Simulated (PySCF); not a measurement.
## Nb: excitation energy

Nb [Kr] 4d4 5s1 (6D) → Nb [Kr] 4d3 5s2 (4F), as a difference of total energies. All numbers are calculated (PySCF 2.14, the spin-free X2C one-electron Hamiltonian (Gaussian nucleus), in ANO-RCC-VTZP (7s6p4d2f1g, 68 functions)). Correlated levels: valence: [Kr] frozen. The calculations carry no spin-orbit coupling.

Question: Order these methods by the excitation energy they give, lowest first.
A. UHF
B. CCSD (valence)
C. MP2 (valence)
D. CCSD(T) (valence)

Answer: D (0.181 eV), B (0.246 eV), C (0.411 eV), A (0.721 eV).

Errors of the correlated levels include the incompleteness of this basis and the frozen core.

For comparison: 0.184 eV (measured; NIST levels, between the centres of gravity of the two terms).
